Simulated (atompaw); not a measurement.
# PBE PAW (atompaw) dataset for iron, scalar-relativistic all-electron reference.

* Element: Fe
* Generator: atompaw 4.2.0.5
* Type: PAW
* Functional: PBE
* Relativity: scalar-relativistic
* Frozen core: [Ne] 3s2
* Valence charge: 14
* Reference configuration: 3p6 3d6 4s2 4p0
* Partial waves: 4s (bound): rc 1.75 bohr; 4s channel at 0.25 Ry: rc 1.75 bohr; 3p (bound): rc 1.30 bohr; 4p (bound, empty): rc 1.75 bohr; 3d (bound): rc 1.75 bohr; 3d channel at 2.5 Ry: rc 1.70 bohr
* Local potential: bessel scheme, radius 1.20 bohr
* Core correction: smooth core density matched at 1.40 bohr
* Augmentation charge: sinc compensation charge, radius 1.30 bohr; PAW radius 1.75 bohr; waves and projectors: custom polynom vanderbiltortho

Results:

| Item | Value |
| --- | --- |
| Cutoffs needed | 70 Ry and 90 Ry (the cutoffs (Ry, on a coarse ladder) from which the occupation-weighted sum of valence levels, in a spherical-Bessel basis at the reference potential, stays within 10 and 1 mRy of its value at 400 Ry) |
| Ghost test | ghost state, extra bound levels that the all-electron valence spectrum of the same l lacks: s at -93.9 eV; a true bound ghost makes a file unfit for plane-wave use (spherical-Bessel basis up to 400 Ry, 20 bohr box) |
| Lowest eigenvalue of the overlap operator | 0.59 (p channel) |
| Overlap eigenvalues printed by atompaw (projector basis) | 0.885, 3.62, 10.1, 159, 1.54e+03, 4e+03 |
| Share of each valence orbital outside the PAW sphere | 4s 88 %, 3p 2 %, 4p 97 %, 3d 15 % |

Generation and tests took about 6.8 s on one core of a shared server CPU.
